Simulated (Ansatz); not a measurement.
```yaml
crystal:
  periodic: [false, false, false]
  atoms:
    - {symbol: C, position_ang: [-1.019023, -0.874461, 0.592294]}
    - {symbol: N, position_ang: [-0.100826, -0.474881, -0.451277]}
    - {symbol: Ti, position_ang: [1.119793, 0.897683, -0.374991]}
    - {symbol: F, position_ang: [2.226209, 0.658642, -1.711308]}
    - {symbol: F, position_ang: [1.843918, 0.852769, 1.224692]}
    - {symbol: Cl, position_ang: [0.020603, 2.803204, -0.596211]}
    - {symbol: H, position_ang: [-0.806573, -0.320373, 1.508796]}
    - {symbol: H, position_ang: [-0.921867, -1.940708, 0.819237]}
    - {symbol: H, position_ang: [-2.056761, -0.668231, 0.310699]}
    - {symbol: H, position_ang: [-0.222473, -0.984844, -1.318832]}
basis:
  gaussian: {orbitals: cc-pVDZ}
hamiltonian: {xc: {name: SPW92}, pseudopotentials: {relativity: scalar}}
output: {forces: true}
```

```sh
$ ansatz run in.yaml --threads 2 --pin off --events-out ev --progress --plain --max-ram 32768MiB --backend cpu
```

It prints (some lines left out):

```
Functional definition: SPW92
1611 factors; their error is unknown
mean field evaluation 1: about -43647.8167 eV, gradient 7.3e1 eV
mean field evaluation 2: about -43568.1118 eV, gradient 2.0e2 eV
mean field evaluation 4: about -43653.1450 eV, gradient 5.7e1 eV
mean field evaluation 8: about -43659.1814 eV, gradient 2.0e0 eV
mean field evaluation 16: about -43659.1358 eV, gradient 6.2e-3 eV
mean field -43659.13584625 eV, -1604.4436491247 hartree, gradient 4.5e-5 eV, S^2 0.000000; 0 other end points of the search recorded, 0 dependent functions left out
reference -43659.13592067 eV, -1604.4436518595 hartree; 37, 37 occupied and 100, 100 virtual orbitals, 1611 factors
Total energy: -43659.13592067 eV, -1604.4436518595 hartree
Relativity: scalar
Atom 0 at    -1.019023    -0.874461     0.592294 Å, force     0.555043     0.232290    -0.643768 eV/Å
Atom 1 at    -0.100826    -0.474881    -0.451277 Å, force     0.202975     0.595125     0.825807 eV/Å
Atom 2 at     1.119793     0.897683    -0.374991 Å, force     0.172575    -0.110689     0.015336 eV/Å
Atom 3 at     2.226209     0.658642    -1.711308 Å, force    -0.310360     0.065764     0.312955 eV/Å
Atom 4 at     1.843918     0.852769     1.224692 Å, force    -0.230172     0.012325    -0.364742 eV/Å
Atom 5 at     0.020603     2.803204    -0.596211 Å, force     0.122414    -0.254500     0.034619 eV/Å
Atom 6 at    -0.806573    -0.320373     1.508796 Å, force     0.141838     0.352800     0.548867 eV/Å
Atom 7 at    -0.921867    -1.940708     0.819237 Å, force     0.043302    -0.626176     0.147393 eV/Å
Atom 8 at    -2.056761    -0.668231     0.310699 Å, force    -0.617540     0.118655    -0.153028 eV/Å
Atom 9 at    -0.222473    -0.984844    -1.318832 Å, force    -0.080074    -0.385594    -0.723440 eV/Å
Dipole moment:    -0.440457    -0.647533     0.005157 e Å
```

Run time 2.2 s (2 threads of an AMD EPYC 7R13 on a shared host); peak host memory 0.56 GiB.
